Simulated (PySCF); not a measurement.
Si(H)3(SMe), SMILES CS[SiH3] at its PBE0/def2-SVP optimised geometry (Å):

```
9

Si    -0.7951    -0.3405     0.0000
S      1.3445    -0.3405     0.0000
C      1.6626     0.5471    -1.5599
H     -1.2041    -1.0495     1.2459
H     -1.3442     1.0514     0.0000
H     -1.3445    -1.0514    -1.1965
H      1.2576     0.0018    -2.4245
H      2.7539     0.6126    -1.6667
H      1.2508     1.5663    -1.5358
```

Level of theory: PBE0/def2-TZVP (PySCF).

Map of the log10 of the electron density (e/bohr³), floored at −4 on the plane z = 1.0 Å:

```
|                               |
|                               |
|                               |
|                               |
|        ....                   |
|      ..::::..                 |
|     .::----::.........        |
|    .:---==---::..:::::...     |
|   .::-======--::::----:::.    |
|   .:-==+++++==----====--::..  |
|  ..:-=++**+++======++===--:.  |
|  .:-==+****+++++++++++++=--:. |
|  .:-==+*****+++++******++=-:. |
|  .:-=++***********#####*++=-:.|
|  .:-=++**###****####%##**+=-:.|
|  .:-=+**#####***##%%%%##*+=-:.|
|  .:-=+*##%%%######%%%%%#*+=-:.|
|  .:=+*#%%%%%######%%%%##*+=-:.|
|  .-=+*#%@@@%%##**###%%##*+=-:.|
|  .-=+*#%@@@%%#****#####**+=-:.|
|  .:=+*#%@@@%##**********+==-:.|
|  .:-=+##%%%%#*+++++***++==-:. |
|  .:-=+*#####*++===+++++==-::. |
|   .:-=+*****++==-======--::.  |
|   .::-=+++++==----------::.   |
|    .::--====--::::::::::..    |
|     ..::---:::..........      |
|       ........                |
|                               |
|                               |
|                               |
```
Scale: ten equal steps from -4.00 (start of ' ') to -0.673 (end of '@'), in the order ' .:-=+*#%@'; x runs from -3.50 to 3.50, y from -3.50 (bottom) to 3.50 (top).
